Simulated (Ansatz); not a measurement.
BClFH₄NSi, SMILES `NB(F)[SiH2]Cl`. The species carries charge 0 and has multiplicity 1.

```xyz
9

N    -0.8963    0.7070   -1.1511
B     0.3365    0.2112   -0.7566
F     1.3717    0.2697   -1.6085
Si    0.5952   -0.5974    1.0848
Cl   -1.2291   -0.5077    2.0736
H    -1.6979    0.6830   -0.5440
H    -1.0614    1.1162   -2.0572
H     1.0019   -2.0254    1.0445
H     1.5796    0.1435    1.9145
```

Give the diagnostics of a CCSD(T)/def2-TZVPP run (frozen core, Ansatz). (Best estimate.)

The calculation gave: T1 = 0.0118, largest single amplitude 0.026, largest double 0.033, (T) share of the correlation energy 3.6 %, 9 CCSD cycles. The RHF solution is stable towards an unrestricted one. T1 lies under the customary mark of 0.02 for closed shells.
